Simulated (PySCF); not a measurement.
Cl3HOZr, multiplicity 1. Atoms are numbered in the order given.

```xyz
6

Zr     0.0000     0.0000     0.2102
Cl    -1.9177     1.1072    -0.5523
Cl     1.9177     1.1072    -0.5523
Cl     0.0000    -2.2144    -0.5523
O      0.0000     0.0000     2.0886
H      0.0000     0.0000     3.0471
```
Charge 0, spin multiplicity 1.

The structure is a stationary point at PBE0-D3(BJ)/def2-SVP. The spin state was assumed, not searched. The isomer is the one that the SMILES or the coordinates give; other isomers of the formula were not compared. The def2 effective core potentials stand for the cores of Zr; spin–orbit coupling is left out. Other conformers were not sampled.

The numbers are results of M06-2X/def2-TZVP (PySCF), not measurements.

Symmetry labels are those of the subgroup Cs that the program uses (full group C3v).

Computed valence orbital energies around the gap with their symmetry:
```json
[
 {"orbital": "HOMO−7", "symmetry": "A'", "energy (eV)": "-12.00"},
 {"orbital": "HOMO−6", "symmetry": "A\"", "energy (eV)": "-12.00"},
 {"orbital": "HOMO−5", "symmetry": "A\"", "energy (eV)": "-11.39"},
 {"orbital": "HOMO−4", "symmetry": "A'", "energy (eV)": "-11.39"},
 {"orbital": "HOMO−3", "symmetry": "A'", "energy (eV)": "-11.27"},
 {"orbital": "HOMO−2", "symmetry": "A'", "energy (eV)": "-10.82"},
 {"orbital": "HOMO−1", "symmetry": "A\"", "energy (eV)": "-10.82"},
 {"orbital": "HOMO", "symmetry": "A\"", "energy (eV)": "-10.62"},
 {"orbital": "LUMO", "symmetry": "A'", "energy (eV)": "-1.20"},
 {"orbital": "LUMO+1", "symmetry": "A\"", "energy (eV)": "-1.20"},
 {"orbital": "LUMO+2", "symmetry": "A'", "energy (eV)": "-0.61"},
 {"orbital": "LUMO+3", "symmetry": "A'", "energy (eV)": "-0.37"}
]
```
